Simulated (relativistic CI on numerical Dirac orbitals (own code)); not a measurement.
## What each ingredient does to the levels of W³⁵⁺

Base calculation: Dirac-Coulomb-Breit CI, KLI orbitals optimised for each configuration, QED by a radiative potential, unscaled Slater integrals.

Configuration list (outside the closed core [Ar] 3d10): 4s2.4p6.4d3, 4s2.4p6.4d2.4f, 4s2.4p5.4d4, 4s.4p6.4d4, 4s2.4p5.4d3.4f, 4s.4p6.4d3.4f, 4s2.4p6.4d2.5s, 4s2.4p6.4d.4f.5s, 4s2.4p6.4d2.5p, 4s2.4p6.4d2.5d, 4s2.4p5.4d3.5s, 4p6.4d4.4f, 4s2.4p6.4d2.5f, 4s2.4p5.4d3.5p, 4s2.4p6.4d.5s.5p, 4s.4p6.4d2.4f.5s, 4s2.4p6.4d2.5g, 4s.4p6.4d3.5s, 4s2.4p6.4d2.6s, 4s2.4p6.4d2.6p, 4s2.4p6.4d2.6f, 4s2.4p6.4d2.7p, 4s2.4p6.4d.4f2, 4s2.4p6.4f3, 4s2.4p5.4d.4f3, 4s.4p6.4d.4f3, 4s2.4p6.4f2.5s, 4s2.4p6.4d.5s2, 4s2.4p6.4f.5s2, 4s2.4p5.4d.4f.5s2, 4s.4p6.4d.4f.5s2, 4s2.4p6.4d.5p2, 4s2.4p6.4f.5p2, 4s2.4p5.4d.4f.5p2, 4s.4p6.4d.4f.5p2, 4s2.4p6.5s.5p2. Double excitations out of closed p, d and f shells are left out; levels of such configurations are missing from the list, as are those of other unlisted configurations, and high levels can miss mixing partners. These lack a partner that the ground configuration has and come out too high: 4s2.4p6.4d2.5p, 4s2.4p6.4d2.5d, 4s2.4p5.4d3.5s, 4s2.4p6.4d2.5f, 4s2.4p5.4d3.5p.

Variants: (1) configuration mixing switched off; (2) only the first 3 configurations. Shifts of the energy above 4s2.4p6.4d3 4F_3/2, in cm⁻¹, for the lowest level and the first level of each name with at least 55 % of one term (blank where a level changes its place among those of its configuration and J or its character, or is not in the variant):

```tsv
Level	Base	Δ(1)	Δ(2)
4s2.4p6.4d3 4F_3/2	0	0	0
4s2.4p6.4d3 4F_5/2	118709	+183	+183
4s2.4p6.4d3 4P_1/2	156393	+2092	+2092
4s2.4p6.4d3 4F_7/2	269374	+825	+825
4s2.4p6.4d3 2P_1/2	308273	+1468	+1468
4s2.4p6.4d3 2H_11/2	314965	+2330	+2330
4s2.4p6.4d3 2F_7/2	343644	+4310	+4310
4s2.4p6.4d3 2D_3/2	404361	-434	-434
4s2.4p5.4d4 4I°_15/2	1586976	-30071	-30904
```

At this charge energies of transitions that change n are usually good to better than 1 %, and those within a shell (Δn = 0) to a few per cent. Terms inside the open d or f shell come out 10 to 20 % too wide with unscaled integrals.

Ionisation energy from the two ground configurations alone: base 1507.63 eV. The NIST ASD value (semi-empirical) is 1512.4 eV.

LS names give the leading component of a level, which can be under half, so a name can repeat, a term be missing and a line seem to break the LS rules.
